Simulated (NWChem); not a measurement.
System: C2H3ClFNSi; SMILES N#C[C@@H]([SiH2]Cl)F

Here is an NWChem input.

```
start job
memory heap 200 mb stack 900 mb global 1100 mb
geometry units angstroms noautosym nocenter noautoz
  N      2.094805    -1.790485    -0.255050
  C      1.023816    -1.458466     0.085967
  C     -0.316412    -1.017931     0.462546
  F     -1.282546    -1.955236     0.080523
  Si    -0.819760     0.631060    -0.412048
  Cl     0.508059     2.109091     0.174167
  H     -0.355558    -0.886569     1.568239
  H     -2.202900     0.963574     0.052384
  H     -0.757038     0.418595    -1.890364
end
basis spherical
  * library def2-svp
end
dft
  xc xpbe96 cpbe96
  iterations 150
end
cosmo
  do_cosmo_smd true
  solvent methanol
end
task dft energy
```

All runs use the structure optimised with PBE-D3(BJ)/def2-SVP. Solvent: methanol.

Level: PBE/def2-SVP with SMD (1 M gas to 1 M solution), gas-phase geometry. Reactions with the solvent are ignored.

Problem. Give the results of this calculation. (PBE/def2-SVP, SMD on the gas-phase geometry.) Quantities: solvation free energy (kcal/mol); cavity-dispersion-structure term (kcal/mol); dipole in solution (D).

Solution. 
```yaml
solvation free energy (kcal/mol): -4.7
cavity-dispersion-structure term (kcal/mol): 1.3
dipole in solution (D): 4.05
```
